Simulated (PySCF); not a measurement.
Problem. What does the GFN2-xTB structure of `CC(C)O[SiH2]N(C)C` look like in three dimensions?

Solution. 
```
atom  x, y, z in Å
C1    -2.5773    1.1698    0.1134
C2    -1.9111   -0.0350   -0.5415
C3    -2.6519   -1.3265   -0.2015
O4    -0.5827   -0.1795   -0.1242
Si5    0.6115    0.9069   -0.1314
N6     1.9618   -0.0314    0.3430
C7     2.1740   -1.3854   -0.1033
C8     3.1881    0.6334    0.6846
H9    -2.0694    2.0821   -0.1860
H10   -2.5154    1.0773    1.1946
H11   -3.6210    1.2278   -0.1829
H12   -1.9153    0.1102   -1.6332
H13   -2.1469   -2.1751   -0.6551
H14   -3.6738   -1.2847   -0.5684
H15   -2.6633   -1.4675    0.8763
H16    0.4586    1.9502    0.8871
H17    0.6961    1.5517   -1.4587
H18    1.2155   -1.8401   -0.3330
H19    2.6615   -1.9630    0.6881
H20    2.8126   -1.4236   -0.9955
H21    3.7246    0.0625    1.4482
H22    3.8493    0.7439   -0.1849
H23    2.9696    1.6229    1.0746
```

Any rigid rotation of these coordinates is as good. Atoms count from 1 in this order. N6 (silicon-bound nitrogen) has angles 123.0°, 119.1° and 112.5°, sum 354.6°, 0.21 Å off the plane of its three neighbours. O4 (silyl ether oxygen) is bent (angle 129.1°). Of the pairs four or more bonds apart, Si5···H9 is among the closest relative to their van der Waals radii: 2.93 Å, 89 % of the sum of Bondi's values. Si5 (oxygen-bound silicon) is distorted tetrahedral (angles from 102.3° to 116.3°).

Bonds between heavy atoms (Å): C1–C2 1.525, C2–C3 1.527, C2–O4 1.400, O4–Si5 1.614, Si5–N6 1.711, N6–C7 1.441, N6–C8 1.436.

Computed geometry: GFN2-xTB, gas phase.

Point group: C1 (no symmetry element, even within 0.4 Å). GFN2-xTB frequencies: not computed here. The numbers are those of one conformer (C1–C2–O4–Si5 -53°, C2–O4–Si5–N6 -174°, O4–Si5–N6–C7 39°).
